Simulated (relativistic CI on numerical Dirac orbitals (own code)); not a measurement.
# L2,3 absorption of nickel in several valence states

Computed multiplet spectra 2p⁶3dⁿ → 2p⁵3dⁿ⁺¹ (Dirac-Coulomb-Breit ions, Slater integrals scaled by 0.8, an assumed crystal field that grows with the charge, no charge transfer; 300 K; Lorentzian 0.4 eV and Gaussian 0.3 eV FWHM at both edges, so that L2 comes out sharper than in experiment). Peaks over 5 % are given in eV from the highest peak in the L3 region of each spectrum (height, largest 100). S of the lowest state is read from ⟨S²⟩, and the branching ratio is the share of L3, cut at the minimum between the edges.

Field parameters in Wybourne normalisation: Td as Oh with Dq negative (B⁴₀ = 21Dq, B⁴₄ = √(5/14) B⁴₀). The field is a parameter set, without covalency.

- Ni2+ (d8, Td, 10Dq = -7100 cm⁻¹): S = 1.00, branching ratio 0.90; peaks 0.0 (100), 0.4 (74), 2.5 (18), 18.2 (8), 18.8 (13)
- Ni3+ (d7, Td, 10Dq = -9200 cm⁻¹): S = 1.50, high spin, branching ratio 0.75; peaks 0.0 (100), 0.5 (83), 1.3 (62), 2.6 (27), 3.3 (21), 4.4 (10), 5.0 (10), 17.8 (28), 18.5 (47), 20.5 (7), 21.0 (9), 21.9 (5)
- Ni4+ (d6, Td, 10Dq = -11250 cm⁻¹): S = 2.00, high spin, branching ratio 0.75; peaks -3.8 (15), -1.6 (60), -0.4 (99), 0.0 (100), 1.3 (57), 3.3 (31), 5.1 (11), 14.9 (13), 16.3 (32), 17.6 (30), 18.3 (30), 19.1 (14), 19.9 (12), 21.0 (9), 21.9 (8)

The centroid of the whole edge, which also moves with the branching ratio, lies at 856.7 (Ni2+), 862.4 (Ni3+), 865.7 (Ni4+) eV in this ionic model, in steps of 3.3 to 5.7 eV. Compounds show about 1 to 2 eV a unit and lower energies for the high valences, since ligands screen the charge. The multiplet shape follows the d count and the spin state, and so serves as a fingerprint of valence.
